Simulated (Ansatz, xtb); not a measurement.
# Ligand exchange: C2H3Cl + SiH3(GeH3) → C2H6Si + GeH3Cl

Species: C2H3Cl `C=CCl`, singlet; SiH3(GeH3), singlet; C2H6Si (vinylsilane) `C=C[SiH3]`, singlet; GeH3Cl (chlorogermane) `[Cl][GeH3]`, singlet. The partners trade Cl for SiH3: C–Cl and Ge–SiH3 bonds give way to C–SiH3 and Ge–Cl.

Shapes, held fixed at every level: PBE0-D4/def2-TZVP. Programs: Ansatz 0.2.0, xtb 6.7.1. The zero-point and thermal change to 298 K, harmonic and unscaled (PBE0-D4/def2-TZVP), is +2.1 kJ/mol.

```csv
level,kind,ΔH(298 K) (kJ/mol),less CCSD(T)/def2-TZVPP
GFN0-xTB,semi-empirical,-59.1,+44.9
HF/def2-TZVPP,Hartree–Fock,-129.1,-25.1
r2SCAN-D4/def2-TZVPP,meta-GGA,-96.5,+7.5
r2SCAN0-D4/def2-TZVPP,global hybrid,-101.4,+2.6
B2PLYP/def2-TZVPP,double hybrid,-105.4,-1.4
MP2/def2-TZVPP,perturbation theory,-109.9,-5.9
CCSD/def2-TZVPP,coupled cluster or CI,-107.1,-3.1
CCSD(T)/def2-TZVPP,coupled cluster or CI,-104.0,0.0
```

The highest level, CCSD(T)/def2-TZVPP, gives ΔH(298 K) = -104.0 kJ/mol; the levels span -129.1 to -59.1. The column of differences is taken from that level and isn't an error. No measured value is set beside it here. Relativity is left out for Ge. Outer-core shells of Ge are correlated, in sets that cover them unevenly.
